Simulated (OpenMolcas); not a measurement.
A run on Ni3+ among 6 point charges of -2.2 e arranged as a trigonal prism (D3h), 1.79 Å from the ion, with a polar angle of 46.2° against the regular 49.1°.

| Property | Result |
| --- | --- |
| Program | OpenMolcas |
| Method | SS-CASPT2, IPEA 0.25 Eh, imaginary shift 0.1 Eh (closed shells correlated: 3s 3p) |
| Basis | ANO-RCC-VDZP [5s4p2d1f] |
| Scalar Hamiltonian | DKH2, point nucleus |
| Active space | 7 electrons in 5 orbitals (3d) |
| State averaging | 2S+1 = 4 even, 10 roots; 2S+1 = 2 even, 40 roots |
| Spin-orbit coupling | RASSI with atomic mean-field integrals over the reference wave functions |

First CASPT2 step and the start of its output:

```
&CASPT2
Multistate=10 1 2 3 4 5 6 7 8 9 10
NoMult
Frozen=5
IPEA=0.25
Imaginary=0.1
MaxIter=60
WThr=0.0 0.3 0.05
PrWF=0.5
NoMix
```

```
--- CASPT2 ---
Orbital specifications:
      -----------------------

      Symmetry species                           1
                                                 a
      Frozen orbitals                            5
      Inactive orbitals                          4
      Active orbitals                            5
      Secondary orbitals                        20
      Deleted orbitals                           0
      Number of basis functions                 34
Type of calculation                        SS-CASPT2
      Fock operator                              state-specific
      IPEA shift                                 0.25
      Real shift                                 0.00
      Imaginary shift                            0.10
      The input orbitals will be transformed to quasi-canonical
Reference energy:       -1528.7101309978
      E2 (Non-variational):      -0.5098543726
      Shift correction:          -0.0044032310
      E2 (Variational):          -0.5142576037
      Total energy:           -1529.2243886014
      Residual norm:              0.0000008195
      Reference weight:           0.79753
      Contributions to the CASPT2 correlation energy
      Active & Virtual Only:         -0.2707383006
      One Inactive Excited:          -0.1739799003
      Two Inactive Excited:          -0.0651361716
Reference energy:       -1528.7101309951
      E2 (Non-variational):      -0.5110154664
      Shift correction:          -0.0044971267
      E2 (Variational):          -0.5155125932
      Total energy:           -1529.2256435883
      Residual norm:              0.0000008539
      Reference weight:           0.79585
      Contributions to the CASPT2 correlation energy
      Active & Virtual Only:         -0.2716192684
...
```

Over all roots the printed reference weights run from 0.02 to 0.92, and roots that are degenerate in the reference spread by up to 26000 cm-1.

Did the run give usable levels, and if not, why?

No. The equations converged, but the reference weight falls to 0.02 for at least one root against 0.92 for the best. A drop of that size marks an intruder state, so the energies of such roots and the levels built on them can't be trusted.
